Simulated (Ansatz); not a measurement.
Species: sum formula HBO2F (charge 0, doublet). It need not be the lowest isomer of its formula. 
Coordinates optimised at B3LYP-D3(BJ)/def2-TZVP (Ansatz, a first-principles code):
```xyz
5

B     -0.0319     0.0105     0.0033
F     -0.1548     1.3308    -0.0402
O     -1.1504    -0.7531     0.1684
O      1.1926    -0.5604    -0.1157
H      1.2144    -1.5222    -0.0761
```
Charge 0, spin multiplicity 2.

Wanted: atomisation energy (electronic, to ground-state atoms); the coupled-cluster value holds the core correlation from cc-pwCVTZ, in kcal/mol. Cores are frozen in the correlated levels unless marked. Open shells are spin-unrestricted. No spin-orbit coupling. No relativistic terms. CBS marks a two-point X^-3 extrapolation of the correlation energy; Hartree-Fock from the larger set (for Q and 5 zeta extrapolated as (X+1)exp(-9√X)).

Level to compare with: CCSD(T)/CBS(cc-pVQZ,cc-pV5Z) plus the core term (Ansatz), 520.6 kcal/mol. It is a level with limits of its own, and the differences hold the functionals' basis error too.

Rank these functionals by how close they come to CCSD(T)/CBS(cc-pVQZ,cc-pV5Z), closest first: PBE0/def2-TZVPD (Ansatz); LC-wPBE/def2-TZVPD (Ansatz); B3LYP/def2-TZVPD (Ansatz).

LC-wPBE/def2-TZVPD (range-separated hybrid, 521.8 kcal/mol, difference 1.2), PBE0/def2-TZVPD (global hybrid, 518.0 kcal/mol, difference -2.6), B3LYP/def2-TZVPD (global hybrid, 516.9 kcal/mol, difference -3.7)
